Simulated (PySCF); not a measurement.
Compound: C₈H₉O (doublet state).
Cartesian coordinates in Å at the GFN2-xTB level; atoms count from 1:
```
atom  x, y, z in Å
C1    -2.6872    0.1911   -0.0002
C2    -1.5076    0.3460   -0.9818
O3    -1.7084   -0.0725   -2.2042
C4    -0.1931   -0.0765   -0.3558
C5     0.2930   -0.1575    0.8897
C6     1.6001   -0.7634    0.4441
C7     2.6271    0.2624    0.0108
C8     2.1487    0.3736   -1.2237
C9     1.0462   -0.6375   -1.0109
H10   -3.5897    0.5939   -0.4524
H11   -2.8475   -0.8663    0.1955
H12   -2.4844    0.7053    0.9345
H13   -1.2972    1.4531   -1.0526
H14   -0.0671    0.1046    1.8655
H15    1.9259   -1.6956    0.8882
H16    3.4141    0.7322    0.5696
H17    2.3873    0.9696   -2.0834
H18    0.9312   -1.4562   -1.7094
```

The species is `C[C@H]([O])C1=C[C@@H]2C=C[C@H]12` [radical].

Computed, not measured: PySCF 2.14.0, UKS B3LYP, pcH-1 on C H O, non-relativistic, mean-field spin-orbit, GIAO. Isolated species at its GFN2-xTB geometry (one conformer only). A GFN2-xTB geometry isn't a minimum of the functional, and hyperfine couplings can be far from their values at a DFT geometry.

Output of the driver script. Atoms in this output count from 0.

```
UKS, coarse grid
  cycle   1  E = -385.03440956  |g| = 7.29e-01
  cycle   2  E = -380.25713406  |g| = 2.26e+00
  cycle   3  E = -385.06468513  |g| = 5.59e-01
  cycle   4  E = -385.28554309  |g| = 2.01e-01
  cycle   5  E = -385.30025610  |g| = 1.85e-01
  cycle   6  E = -385.30646316  |g| = 1.38e-01
  cycle   7  E = -385.31012573  |g| = 1.12e-01
  cycle   8  E = -385.31426450  |g| = 6.74e-02
  cycle   9  E = -385.31641201  |g| = 9.16e-03
  cycle  10  E = -385.31647042  |g| = 5.87e-03
  cycle  11  E = -385.31649187  |g| = 1.66e-03
  cycle  12  E = -385.31649710  |g| = 8.94e-04
UKS, final grid
  cycle   1  E = -385.31649003  |g| = 1.12e-03
  cycle   2  E = -385.31649078  |g| = 1.89e-03
  cycle   3  E = -385.31649269  |g| = 4.63e-04
  cycle   4  E = -385.31649365  |g| = 4.27e-04
  cycle   5  E = -385.31649700  |g| = 4.04e-04
  cycle   6  E = -385.31649870  |g| = 2.04e-04
  cycle   7  E = -385.31649906  |g| = 1.30e-04
  cycle   8  E = -385.31649917  |g| = 5.71e-05
  cycle   9  E = -385.31649917  |g| = 2.26e-05
E = -385.31649917 Eh   <S^2> = 0.7550 (exact 0.7500)
g shifts (ppm)      1          2          3
  rmc          -269       -269       -269
  gc             -4         26         50
  oz_so          78       5237      36943
  total        -196       4993      36723
hyperfine (MHz)  atom isotope    a_iso     a_fc   dipolar eigenvalues
    0   13C      20.10      20.10     -3.45     -2.70      6.15
    1   13C     -41.18     -41.18     -7.23      2.42      4.82
    2   17O     -46.70     -46.70   -237.79    118.33    119.46
    3   13C      25.88      25.88     -7.01     -3.56     10.57
    4   13C       5.42       5.42     -4.61     -3.76      8.37
    5   13C       2.28       2.28     -0.71     -0.59      1.30
    6   13C       4.65       4.65     -0.87     -0.14      1.02
    7   13C      -0.00      -0.00     -0.57     -0.46      1.03
    8   13C      -0.02      -0.02     -0.91     -0.75      1.66
    9    1H      -1.37      -1.37     -3.58     -3.08      6.66
   10    1H       5.30       5.30     -3.59     -2.18      5.78
   11    1H      -2.80      -2.80     -3.06     -2.02      5.07
   12    1H     404.10     404.10     -8.69     -3.48     12.17
   13    1H      -3.22      -3.22     -1.96     -1.21      3.17
   14    1H      -0.49      -0.49     -0.83     -0.77      1.60
   15    1H       0.41       0.41     -0.62     -0.43      1.05
   16    1H      -0.30      -0.30     -1.08     -0.80      1.88
   17    1H      -1.06      -1.06     -2.63     -1.70      4.33
```

Problem. The SCF converged. Which of these numbers needs a check, and why?

Solution. The largest g shift is +0.037, past the limit of 0.03 at which the run flags a species of elements up to argon. The orbital-Zeeman/spin–orbit term is second order, a sum of spin–orbit matrix elements over excitation energies, so it grows and becomes less reliable as an excited state comes close; a shift of this size calls for a check with another method. The contact and dipolar couplings don't rest on that expansion, but they belong to the state that the SCF found, and a close-lying state with the spin in another orbital would have other couplings; no stability test was run.

Problem. Where is the spin in this solution (atoms counted from 1)?

Solution. Largest spin populations (Mulliken): O3 (+0.79), H13 (+0.18) and C2 (-0.07). The positive populations add up to 1.08 and the negative ones to -0.08, together 2S = 1. The unrestricted determinant has ⟨S²⟩ = 0.7550 (exact 0.7500), so spin contamination is small. 

Problem. Average a_iso over equivalent nuclei, turn it into first-order splittings with g = 2.0023, and give the multiplets for abundant isotopes (0.05 mT or more).

Solution. 
```tsv
nuclei (from 1)	isotope	I	position	a_iso (MHz)	|a| (mT)	splits into
H13	1H	1/2	2 bonds from O3	404.1	14.42	1:1 doublet
H14	1H	1/2	4 bonds from O3	-3.2	0.11	1:1 doublet
```

Time: 1.9 min of wall time (with the writing of density and orbital grids); peak memory 1.1 GiB. Hardware: Arm Neoverse V1, one thread, no GPU, on a shared host.
